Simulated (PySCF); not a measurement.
Isomers of C4H11ClSi3, one GFN2-xTB conformer each. Single-point energies are computed at PBE0/pcSseg-1 (PySCF, gas phase, no added dispersion term), electronic only.

Task: Rank them by PBE0/pcSseg-1 energy, lowest first (kcal/mol).
A. `[Cl:1][CH2:2][SiH2:3][C@@H:4]1[CH:5]=[CH:6][SiH2:7][SiH2:8]1` with Cl1–C2–Si3–C4 60°, C2–Si3–C4–C5 -173°
B. `[Cl:1][CH2:2][SiH2:3][Si@@H:4]1[CH:5]=[CH:6][SiH2:7][CH2:8]1` with Cl1–C2–Si3–Si4 63°, C2–Si3–Si4–C5 50°, Si3–Si4–C5–C6 -113°, C5–C6–Si7–C8 -6°, C6–Si7–C8–Si4 10°, Si3–Si4–C8–Si7 107°
C. `[CH3:1][Si@@H:2]([C:3]#[C:4][CH2:5][Cl:6])[SiH2:7][SiH3:8]` with C1–Si2–Si7–Si8 -146°

Result: B (0.0), A (8.3), C (34.3).

As drawn, the lowest has a C=C bond outside aromatic rings, which the highest lacks; the highest has a C≡C bond, which the lowest lacks. GFN2-xTB itself gives, in the same order: 6.6, 0.0, 22.2. GFN2-xTB puts ClC[SiH2][C@@H]1C=C[SiH2][SiH2]1 lowest instead; measured from each level's own lowest isomer, the values differ by up to 12.1 kcal/mol (C[Si@@H](C#CCCl)[SiH2][SiH3]: 22.2 against 34.3).

Task: Which frontier levels, dipoles and rotational constants go with these structures?

Result: 
| SMILES | HOMO (eV, PBE0/pcSseg-1) | LUMO (eV) | dipole (D) | A, B, C (MHz) |
| --- | --- | --- | --- | --- |
| ClC[SiH2][Si@@H]1C=C[SiH2]C1 | -7.70 | -0.79 | 1.45 | 1299, 768.2, 602.6 |
| ClC[SiH2][C@@H]1C=C[SiH2][SiH2]1 | -7.37 | -0.54 | 1.28 | 2160, 495.5, 456.5 |
| C[Si@@H](C#CCCl)[SiH2][SiH3] | -7.78 | -0.81 | 2.11 | 1009, 541.9, 367.4 |
